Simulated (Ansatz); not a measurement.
`[CH3][GeH2][C](=O)O` → `[CH2]` (triplet) + `O=[C](O)[GeH3]`  (formal loss of a carbene)

Program: Ansatz. Geometries: PBE0-D4/def2-TZVP. ΔE: electronic, gas phase. CBS: MP2 limit from def2 TZ/QZ plus the TZ coupled-cluster correction, frozen cores. This one scheme is used for every species. DFT in def2-TZVPP. Triplets are unrestricted, without spin–orbit coupling. For Ge outer-core shells are correlated without core-valence functions, which leaves a few kJ/mol of doubt a bond. Scalar relativity is left out up to krypton. One conformer a species, not always the lowest.

```csv
level,ΔE (kcal/mol)
r2SCAN-D4,106.7
r2SCAN,106.2
SCS-MP2/def2-TZVPP,113.3
MP2/def2-QZVPP,115.1
```

Task: What does CCSD(T)/CBS give? (Estimate.)

Result: The calculation gave: +112.6 kcal/mol. The listed levels differ from it by -5.9, -6.4, 0.7, 2.5 kcal/mol.

Largest T1 diagnostic among the species: 0.015.

The D4 term adds +2.3 kcal/mol with B3LYP and +1.3 kcal/mol with PBE0; it sums over pairs of atoms, weighted by their polarisabilities, and B3LYP, whose exchange is more repulsive, gets the larger term. From PBE to PBE0 (25 % exact exchange), in def2-TZVPP and without D4, ΔE moves by −1.7 kcal/mol.

B3LYP here is the variant with VWN-RPA as its local correlation; programs differ in this.
